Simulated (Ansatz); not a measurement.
Basis-set extrapolation for `Cl[SiH2]N[SiH2]Cl` (PBE0-D4/def2-TZVP geometry, frozen core, Ansatz). Multiplicity 1, RHF reference.

```tsv
	def2-TZVPP	def2-QZVPP
HF	-1554.474337	-1554.521431
MP2 correlation	-0.829465	-0.903443
CCSD(T) correlation	-0.929944	not run
```

Energies in hartree. Use E(X) = E(∞) + A·exp(−7.88·√X) for Hartree–Fock and E(X) = E(∞) + B·X^(−2.97) for correlation, with X = 3 and 4, and add CCSD(T) minus MP2 of the smaller set to the MP2 limit.

Problem. What is the CCSD(T) energy at the basis-set limit?

Solution. HF limit: -1554.521431 + (-0.047094) × 0.13774 = -1554.52792. MP2 limit: -0.903443 + (-0.073978) × 0.74074 = -0.95824. Higher-order term: -0.929944 − (-0.829465) = -0.10048. Total: -1555.58664 hartree, 478.8 kJ/mol below CCSD(T)/def2-TZVPP.
